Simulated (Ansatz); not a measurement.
C2H4OSSi, SMILES `O=CC([SiH3])=S`. Charge 0, multiplicity 1. Geometry: relaxed with PBE0-D4/def2-TZVP. It is one conformer, not always the lowest.

```xyz
9

O     0.790   -1.899    0.050
C     0.468   -1.226   -0.893
C    -0.095    0.148   -0.724
Si   -0.272    0.773    1.059
S    -0.504    0.986   -2.043
H     0.565   -1.572   -1.941
H    -0.841    2.138    0.995
H    -1.179   -0.139    1.799
H     1.067    0.791    1.697
```

(1) What is the dipole moment at ωB97M-V/def2-TZVPP? (An estimate is asked.)

(2) And with PBE, r2SCAN, B3LYP? (Estimate.)

(3) Give the Mulliken charges with ωB97M-V, r2SCAN, PBE in def2-TZVPP. (Estimate.)

## Answers

(1) The calculation gave: 1.04 D, with components (-0.37, 0.83, -0.50) D in this frame, pointing from negative to positive charge.

(2) The calculation gave: PBE 0.87 D, r2SCAN 0.85 D, B3LYP 1.00 D.

(3) Computed: 
```tsv
atom	ωB97M-V	r2SCAN	PBE
O1	-0.25	-0.27	-0.20
C2	0.11	0.18	0.08
C3	-0.07	-0.04	0.05
Si4	0.19	0.32	0.23
S5	-0.08	-0.11	-0.12
H6	0.10	0.06	0.07
H7	-0.01	-0.05	-0.04
H8	0.00	-0.05	-0.03
H9	0.00	-0.05	-0.03
```

B3LYP here is the variant with VWN-RPA as its local correlation; programs differ in this.
